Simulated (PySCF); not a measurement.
C6H10O (charge +1 and doublet state).
Structure used (GFN2-xTB), in Å, numbered top down from 1:
```
atom  x, y, z in Å
C1    -1.387    1.433   -0.146
C2    -1.261    0.283   -0.800
C3    -0.414   -0.883   -0.387
C4    -0.719   -1.114    1.100
O5    -0.416   -0.368    1.965
C6     1.104   -0.642   -0.481
C7     1.603    0.575    0.244
H8    -1.041    1.578    0.869
H9    -1.887    2.279   -0.592
H10   -1.791    0.129   -1.733
H11   -0.679   -1.767   -0.968
H12   -1.259   -2.060    1.272
H13    1.639   -1.535   -0.142
H14    1.326   -0.555   -1.553
H15    1.146    1.488   -0.144
H16    2.686    0.640    0.176
H17    1.344    0.530    1.311
```

The hyperfine couplings belong to this conformer and change with its torsions.

The species is `[CH2+][CH][C@H](C=O)CC` [radical] (charge +1).

Computed, not measured: UKS B3LYP, pcH-1 on C H O, non-relativistic, mean-field spin-orbit, GIAO (PySCF 2.14.0). Isolated species at its GFN2-xTB geometry (one conformer only). Couplings are sensitive to structure, and on GFN2-xTB geometries they can be far from those on DFT ones, by a factor of two or more for some ions and for spin on atoms past the first row. The frame is twisted about the C1–C2 bond at this geometry (dihedral H9–C1–C2–H10 = -9°); couplings at other torsion angles weren't computed. Stability of the SCF solution: not tested.

(1) Match the computed a_iso(1H) values +227.9, +87.5, +33.8, +26.6, -11.0, +5.3, +2.2, -0.5 MHz (means over equivalent nuclei) with the sites H8; H9; H10; H11; H12; H13; H14; H15/H16/H17.

## Answers

(1) 
| site | a_iso (MHz) | ρ(0) (bohr⁻³) | position | distance from O5 (Å) | bound to | spin population there | largest \|T\| (MHz) |
| --- | --- | --- | --- | --- | --- | --- | --- |
| H8 | +2.2 | +0.0005 | 1 bond from C1 | 2.32 | C1 | +0.27 | 13.9 |
| H9 | -0.5 | -0.0001 | 1 bond from C1 | 3.96 | C1 | +0.27 | 14.9 |
| H10 | +26.6 | +0.0060 | 2 bonds from C1 | 3.98 | C2 | +0.10 | 10.1 |
| H11 | -11.0 | -0.0024 | 3 bonds from O5 | 3.26 | C3 | +0.10 | 10.1 |
| H12 | +227.9 | +0.0510 | 2 bonds from O5 | 2.01 | C4 | -0.01 | 9.7 |
| H13 | +5.3 | +0.0012 | 4 bonds from O5 | 3.17 | C6 | +0.03 | 5.7 |
| H14 | +87.5 | +0.0196 | 4 bonds from C1 | 3.93 | C6 | +0.03 | 5.2 |
| H15/H16/H17 | +33.8 | +0.0076 | 5 bonds from C1 | 3.01 | C7 | +0.04 | 5.8 |

ρ(0) is the spin density at the nucleus and T the dipolar tensor; entries for several nuclei are means. The Mulliken spin populations are largest on O5 (+0.34), C1 (+0.27), C2 (+0.10) and C3 (+0.10). Main spin sites, with 60 % or more of the largest population: C1, O5; positions count bonds from the nearest.

The spin density at the nucleus, in bohr⁻³, is negative for C4 (-0.0194), C2 (-0.0053) and C3 (-0.0033), for instance. A restricted open-shell determinant has no negative spin density anywhere; here it arises because α and β orbitals differ (spin polarisation).

Class means assume fast exchange of nuclei equivalent by connectivity; if that motion is slow, each nucleus keeps its own coupling. H8 and H9 aren't averaged: C1 is flat or nearly so (angle sum 360°), and its turn about the short C1–C2 bond (1.33 Å) is taken as slow. The three 1H nuclei of mean +33.8 MHz run from 10.8 to 69.3 MHz in the frozen geometry.

The SMILES `[CH2+][CH][C@H](C=O)CC` draws the unpaired electron on C2, whose computed spin population is only +0.10.
